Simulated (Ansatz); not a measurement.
AlClFHSe, SMILES `[F][Al]([Cl])[SeH]`. Charge 0, multiplicity 1.

```xyz
5

F    -0.1017    1.7217   -0.5609
Al    0.3697    0.1577   -0.4219
Cl    1.8929   -0.5548   -1.6376
Se   -0.6464   -1.2170    1.0988
H    -1.5144   -0.1076    1.5216
```

(1) List the harmonic frequencies (cm⁻¹, unscaled) at PBE0-D4/def2-TZVP in Ansatz. (Estimate.)

(2) Is this a minimum?

(3) Give the ideal-gas thermochemistry at 298.15 K and 1 bar (rigid rotor, harmonic oscillator; point group Cs, symmetry number 1).

(4) Rotational constants (cm⁻¹)?

## Answers

(1) The calculation gave: 108, 177, 213, 240, 347, 570, 598, 874, 2439.

(2) Yes, all 9 modes are real.

(3) Zero-point energy 33.3 kJ/mol; H(298) − E = 51.4 kJ/mol; entropy 340.7 J/(mol·K), of which translation 172.3, rotation 119.2, vibration 49.2; G(298) − E = -50.2 kJ/mol.

(4) 0.138, 0.04319, 0.0329.
